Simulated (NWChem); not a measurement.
Species: BH2F; SMILES BF

```xyz
4

B      0.0000     0.0000     0.6748
H      0.0000    -1.0578     1.2336
H      0.0000     1.0578     1.2336
F      0.0000     0.0000    -0.6490
```
Atoms are numbered in this order, from 1.

Results from NWChem. Medium grid unless said otherwise, to which SCAN and Minnesota functionals are sensitive. The geometry was optimised at B3LYP/6-31G* (spherical d).

Task: What does the run give for MN15/def2-SVP? Quantities: highest occupied level (eV); orbital gap (eV); dipole (D).

Result: The highest occupied level (eV) is -9.95 and the orbital gap (eV) is 9.49. The dipole (D) is 0.58.
